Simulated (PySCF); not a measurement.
A GIAO shielding run with PySCF (density fitting, non-relativistic, gas phase) on SMILES CO[C@@H]1[C@H]([SiH3])[C@H]1CF, C5H11FOSi:

```
$ OMP_NUM_THREADS=1 python probes_run.py task.json out

{"job": {"kind": "nmr", "xc": "PBE0", "basis": "pcSseg-1"}, "charge": 0, "multiplicity": 1}
C      2.521326    -0.120461    -0.509988
O      1.533773    -0.579597     0.382869
C      0.276577    -0.681804    -0.204583
C     -0.650214     0.508586    -0.238508
Si    -0.125702     2.167619     0.475707
C     -0.907483    -0.644128     0.701062
C     -2.070179    -1.580769     0.479168
F     -2.289222    -1.798438    -0.859806
H      3.460569    -0.126384     0.039279
H      2.602300    -0.782510    -1.380568
H      2.302777     0.896249    -0.855764
H      0.247395    -1.362482    -1.055696
H     -1.303569     0.538751    -1.103268
H      0.378453     2.998465    -0.623360
H     -1.309219     2.792177     1.074407
H      0.901204     1.991056     1.498343
H     -0.699478    -0.484506     1.751057
H     -1.880269    -2.562648     0.927826
H     -2.998840    -1.159927     0.882629
```

Hardware: 1 thread of an Arm Neoverse N1, shared host. The job also computes population analyses, field gradients, ring-centre shieldings.

Question: How large is the calculation?

Answer: 72 electrons, 198 basis functions and 1048 auxiliary functions.

Question: How long does it take, and how much memory does it need?

Answer: 78 s of wall time, with 13 SCF cycles and 4 response iterations; peak memory 0.83 GiB. Times on a shared host scatter by some tens of per cent.
